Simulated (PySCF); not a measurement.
**UHF on Pt⁺ (platinum, charge +1)**

Configuration: [Xe] 4f14 5d8 6p1, one real determinant (an excited configuration). All numbers are calculated (PySCF 2.14, scalar relativity through the core potential, in aug-cc-pVTZ-PP with ECP60MDF).

```json
{
 "Total energy": "-117.997916 hartree",
 "One-electron energy": "-200.5275 hartree",
 "Hartree (Coulomb) energy": "93.0663 hartree",
 "Exchange energy": "-10.5367 hartree",
 "⟨S²⟩": "3.7533",
 "⟨L²⟩": "14.061",
 "Sum of ⟨r⟩": "25.03 bohr",
 "Sum of ⟨r²⟩": "48.80 bohr²",
 "Traceless quadrupole moment −½Σ⟨3z² − r²⟩ along its main axis": "-6.27 e·bohr²"
}
```

```csv
shell,electrons,mean orbital energy (eV),spread (eV),"rms radius, mean of both spins (bohr)"
5s α,1,-134.24,0,1.03
5s β,1,-131.11,0,1.03
5p α,3,-84.660,0.106,1.19
5p β,3,-80.379,0.317,1.19
5d α,5,-24.958,1.328,1.69
5d β,3,-23.139,0.369,1.69
6p α,1,-10.471,0,3.90
```

⟨L²⟩ = 14.06 against 20 for a pure G term, so this real determinant mixes terms. Energies and moments cover only the electrons outside the core potential. Spin-orbit coupling, absent here, splits the open shell strongly.
